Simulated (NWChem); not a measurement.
System: CH5ClFNSi; SMILES NC[Si@H](F)Cl

```xyz
10

N     -0.3988     2.6292    -0.0398
C     -0.9175     1.2647    -0.2692
Si     0.2376    -0.0790     0.3633
F      1.6560     0.0790    -0.3930
Cl    -0.4888    -1.9834    -0.0206
H     -0.2604     2.8017     0.9546
H      0.5081     2.7452    -0.4886
H     -1.0963     1.1349    -1.3437
H     -1.9018     1.1779     0.2078
H      0.4998     0.0326     1.8178
```
Atoms are numbered in this order, from 1.

Program: NWChem. Pople sets run with spherical d functions. Coordinates come from a B3LYP/6-31G* (spherical d) optimisation. B3LYP is NWChem's, with the RPA form of VWN correlation. Level: B3LYP/6-31G* with SMD (1 M gas to 1 M solution), gas-phase geometry. Reactions with the solvent are ignored.

For solvent water:

```yaml
cavity-dispersion-structure term (kcal/mol): 3.0
dipole in solution (D): 2.24
```

Problem. How do the values read with solvent toluene instead?

Solution. 
| Property | Result |
|---|---|
| cavity-dispersion-structure term (kcal/mol) | -0.4 |
| dipole in solution (D) | 2.02 |
